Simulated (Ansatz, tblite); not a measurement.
Cost and result up the ladder for [WO3F]- (WO₃F⁻) (5 atoms). The state is a singlet with charge -1. Geometry: r2SCAN-D4/def2-SVPD.

```xyz
5

W    -0.0074    0.0051    0.0259
O    -1.7532    0.1732    0.1278
O     0.5048   -1.3179    1.0621
O     0.7471    1.4928    0.5772
F     0.5086   -0.3532   -1.7930
```

Ansatz on 4 threads of Arm Neoverse V2 on a shared host; xTB runs through tblite on one thread. Times are rough, summed over both states, and most runs start from the orbitals of an earlier one. No level here is sound enough to serve as a yardstick. The other state is a triplet.

In the def2 sets W takes a core potential; there is no spin–orbit coupling. The xTB rows come from tblite. HOMO above LUMO, or a gap near zero within one spin, warns that the state may not be the lowest or that an electron is smeared out.

xTB has no spin-polarisation term.

```
                             level  functions  vertical triplet (eV)                                                             remarks
                 PBE-D4/def2-TZVPD        203                   5.00  HOMO above zero (triplet), gap within one spin near zero (triplet)
                          GFN1-xTB         25                   6.25                                                                   –
                          GFN2-xTB         25                   4.81                                                                   –
r2SCAN-D4/def2-TZVPD (with forces)        203                   5.10                                           HOMO above zero (triplet)
```

(1) Estimate how long each takes.

Answers

(1) GFN1-xTB 0.006 s; GFN2-xTB 0.007 s; PBE-D4/def2-TZVPD 13 s; r2SCAN-D4/def2-TZVPD (with forces) 26 s. On shared hardware such times vary by a factor of up to 3.
